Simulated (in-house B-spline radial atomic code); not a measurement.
# wB97X excitations of the beryllium ion Be²⁺

Method: wB97X. Computed with an all-electron radial atomic-structure program (B-spline basis): linear response of the closed shell 1s2 with the functional's adiabatic kernel; scalar-relativistic (spin-free one-electron X2C), finite nucleus, no spin-orbit coupling, no double excitations, S, P, D and F terms only.

Command:
```bash
python run_td.py task.json out
```
Settings (radii: box in bohr, nucleus in fm):
```
Z                        4
electrons                2
configuration            1s2
hamiltonian              x2c
method                   wb97x
box_radius               29.48
rms_radius               2.519
intervals                75
```

Cost of the run: 0.2 s on 1 thread of Intel(R) Xeon(R) 6975P-C (Granite Rapids), with other jobs on the host.

The lowest states, in the order of their Tamm-Dancoff energies; the method's threshold (minus the highest occupied level) is 139.77 eV. Labels give the largest channel, * marks a mixed state, and oscillator strengths are full-response dipole values. Semilocal kernels can invert the small singlet-triplet splittings of Rydberg terms. Energies in eV:

| state | full response | Tamm-Dancoff | oscillator strength |
| --- | --- | --- | --- |
| 1s → 2s 3S | ? | ? | - |
| 1s → 2s 1S | 114.29 | 114.35 | - |
| 1s → 2p 3P | 115.43 | 115.48 | - |
| 1s → 2p 1P | 116.91 | 116.95 | 0.364 |
| 1s → 3s 3S | 126.62 | 126.63 | - |
| 1s → 3s 1S | 127.36 | 127.38 | - |
| 1s → 3d 3D | 127.63 | 127.63 | - |
| 1s → 3p 3P | 127.66 | 127.67 | - |
| 1s → 3d 1D | 127.86 | 127.86 | - |
| 1s → 3p 1P | ? | ? | ? |

(1) Where does 1s → 3p 1P lie?

(2) Where does 1s → 2s 3S lie?

(3) How large is the singlet-triplet splitting of 1s → 2s (S terms) in Tamm-Dancoff?

(4) What polarisabilities and dispersion coefficient does the method give?

Answers

(1) At 128.05 eV in full response, 128.06 eV in Tamm-Dancoff, oscillator strength 0.121.

(2) At 111.46 eV in full response, 111.50 eV in Tamm-Dancoff.

(3) 2.85 eV, from the unrounded values.

(4) Dipole 0.05378 bohr³, quadrupole 0.01632 bohr⁵, C6 0.01163 hartree·bohr⁶ for two such species.
